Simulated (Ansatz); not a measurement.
C3H7BFN can be A, `BN/C(C)=C\F`, or B, `C/C(BN)=C\F`.

Program: Ansatz. Geometries: PBE0-D4/def2-TZVP. ΔE: electronic, gas phase. CCSD(T)/CBS is the MP2 limit (def2-TZVPP, def2-QZVPP) plus CCSD(T) − MP2 in def2-TZVPP, frozen cores. Double bonds are as drawn, so ΔE can hold a change between cis and trans. DFT in def2-TZVPP. B3LYP here is the variant with VWN-RPA as its local correlation; programs differ in this. Each species was taken in one conformer, which may not be the lowest.

**Question.** Which isomer does CCSD(T)/CBS put lower? Give the gap. (An estimate is asked.)

**Answer.** The calculation gave: B, by 16.5 kcal/mol.

**Question.** Give E(B) − E(A) in kcal/mol with r2SCAN-D4, CCSD/def2-TZVPP, B3LYP, MP2/def2-TZVPP, ωB97M-V, HF/def2-TZVPP, PBE0-D4. (Estimate.)

**Answer.** Ansatz gave: r2SCAN-D4 -16.5, CCSD/def2-TZVPP -16.5, B3LYP -15.9, MP2/def2-TZVPP -17.3, ωB97M-V -16.7, HF/def2-TZVPP -16.2, PBE0-D4 -16.1. None reverses the order clearly.

Largest T1 diagnostic: 0.013.
